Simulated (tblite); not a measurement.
Species: C5H10BFS2.
Cartesian coordinates in Å at the GFN2-xTB level; atoms count from 1:
```
atom  x, y, z in Å
C1     2.5113    1.3733    0.5008
C2     1.9377   -0.0348    0.5755
C3     0.6709   -0.1762   -0.2620
S4    -0.7008    0.8594    0.4232
B5    -2.0453   -0.1526   -0.1669
C6    -3.5503    0.3014   -0.0869
S7    -1.5349   -1.7046   -0.9293
C8     0.2033   -1.6201   -0.3584
F9     0.2934   -2.2453    0.8574
H10    3.4041    1.4450    1.1163
H11    1.7831    2.0968    0.8590
H12    2.7758    1.6262   -0.5239
H13    1.7054   -0.2866    1.6118
H14    2.6742   -0.7561    0.2106
H15    0.8406    0.1942   -1.2780
H16   -3.7615    0.8500    0.8288
H17   -4.2447   -0.5329   -0.1493
H18   -3.7886    0.9750   -0.9105
H19    0.8165   -2.2028   -1.0545
```

Level: GFN2-xTB in tblite, geometry and Hessian alike; calculated harmonic values, unscaled, isolated species. This tight-binding method is rough: wavenumbers can miss measured ones by several per cent, in bad cases by 10 to 20. One conformer, not necessarily the lowest. The optimisation stopped once no atom felt more than 0.01 eV/Å.

Lowest wavenumbers of the output (negative numbers stand for imaginary wavenumbers):
```
mode    cm-1
  1     -44.2
  2      67.7
  3      84.7
  4      93.4
  5     156.6
  6     204.5
  7     227.0
  8     284.8
  9     296.4
 10     319.9
```

Question: Is this structure a minimum?

Answer: Not by this Hessian. 1 mode is imaginary beyond 20i (44i cm⁻¹), so at this level the point lies at or near a first-order saddle. The curvature is small, so loose convergence or finite differences may be the whole cause.

Question: Which atoms move in the imaginary mode?

Answer: 44i: H18 (methyl hydrogen) 36 %, H16 (methyl hydrogen) 33 %, H17 (methyl hydrogen) 30 %. These are shares of the mass-weighted motion.

Question: What is the remedy?

Answer: Step along that mode in both directions, optimise again with tighter thresholds and repeat the frequencies. The zero-point energy of this point (91.4 kcal/mol) counts the 50 real modes alone, and thermal corrections from it aren't those of a minimum.
